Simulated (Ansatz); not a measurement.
`[SiH3]BO[SiH3]` + `[OH][GaH2]` → `[SiH3][O][GaH2]` + `OB[SiH3]`  (ligand exchange at the Si–O bond)

Calculated with Ansatz (gas phase, PBE0-D4/def2-TZVP geometries, no zero-point term in ΔE). CCSD(T)/CBS adds triple-zeta CCSD(T) − MP2 to the extrapolated MP2 energy (def2 sets, frozen cores). DFT in def2-TZVPP. For Ga outer-core shells are correlated without core-valence functions, which leaves a few kJ/mol of doubt a bond. Scalar relativity is left out up to krypton. One conformer a species, not always the lowest.

```json
{"level": "PBE", "ΔE (eV)": "-0.19"}
{"level": "CCSD/def2-TZVPP", "ΔE (eV)": "-0.22"}
```

Question: What does CCSD(T)/CBS give? (Best estimate.)

Answer: Computed: -0.19 eV. The listed levels differ from it by 0.00, -0.03 eV.

Largest T1 diagnostic among the species: 0.015.

From BLYP to BHLYP (50 % exact exchange), in def2-TZVPP and without D4, ΔE moves by −0.05 eV. Leaving LDA and LC-ωPBE aside and taking each functional with its dispersion term where it has one, the values, not all of them listed here, spread over 0.06 eV, from BHLYP-D4 to BLYP-D4. In def2-TZVPP, CCSD(T) changes the Hartree–Fock value by +0.03 eV (the triples alone add +0.01 eV) and MP2 by +0.03 eV.
